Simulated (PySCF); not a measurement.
SMILES Cc1ccc(-c2c(F)c(F)c(F)c(F)c2F)s1 (C11H5F5S) (GFN2-xTB optimised geometry):

```
22

C     -4.252     1.267     0.439
C     -2.959     0.578     0.200
C     -2.752    -0.700    -0.236
C     -1.396    -1.038    -0.354
C     -0.548    -0.010    -0.015
C      0.896    -0.001    -0.006
C      1.653    -1.184     0.000
F      1.045    -2.377     0.025
C      3.041    -1.184     0.000
F      3.703    -2.344     0.006
C      3.743     0.017     0.000
F      5.077     0.024     0.000
C      3.028     1.209     0.003
F      3.675     2.377     0.004
C      1.640     1.190     0.001
F      1.010     2.372    -0.007
S     -1.466     1.400     0.455
H     -5.077     0.571     0.308
H     -4.378     2.096    -0.258
H     -4.289     1.676     1.448
H     -3.551    -1.382    -0.463
H     -1.067    -2.001    -0.694
```

Level of theory: PBE/def2-SVP (PySCF).

What are the frontier orbital energies and the dipole moment?

HOMO-2 -6.33 eV, HOMO-1 -6.16 eV, HOMO -5.36 eV, LUMO -2.21 eV, LUMO+1 -1.28 eV; dipole moment 2.66 D.

Meta-Löwdin charges at PBE/def2-SVP: C1 -0.31, C2 -0.09, C3 -0.15, C4 -0.13, C5 -0.12, C6 -0.06, C7 0.23, F8 -0.21, C9 0.20, F10 -0.21, C11 0.20, F12 -0.20, C13 0.20, F14 -0.21, C15 0.22, F16 -0.21, S17 0.25, H18 0.12, H19 0.12, H20 0.12, H21 0.11, H22 0.13.
